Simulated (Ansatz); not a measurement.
`C=C/N=C\[SeH]` + `OPO` → `OP(O)[SeH]` + `C=CN=C`  (ligand exchange at the Se–C bond)

Computed with Ansatz on PBE0-D4/def2-TZVP structures; ΔE is electronic, products minus reactants. CCSD(T)/CBS is the MP2 limit (def2-TZVPP, def2-QZVPP) plus CCSD(T) − MP2 in def2-TZVPP, frozen cores. For Se outer-core shells are correlated without core-valence functions, which leaves a few kJ/mol of doubt a bond. Scalar relativity is left out up to krypton. One conformer a species, not always the lowest.

```
        species  MP2/def2-TZVPP energy (Eh)
`C=C/N=C\[SeH]`                 -2571.77591
          `OPO`                  -492.96534
   `OP(O)[SeH]`                 -2893.09591
       `C=CN=C`                  -171.66189
```

Task: Work out ΔE.

Result: ΔE = (-2893.09591) + (-171.66189) − (-2571.77591) − (-492.96534) = -0.01655 Eh = -0.45 eV. CCSD(T)/CBS gives -0.56 eV.

Largest T1 diagnostic among the species: 0.013.

In def2-TZVPP, CCSD(T) changes the Hartree–Fock value by +0.15 eV (the triples alone add +0.01 eV) and MP2 by +0.19 eV.
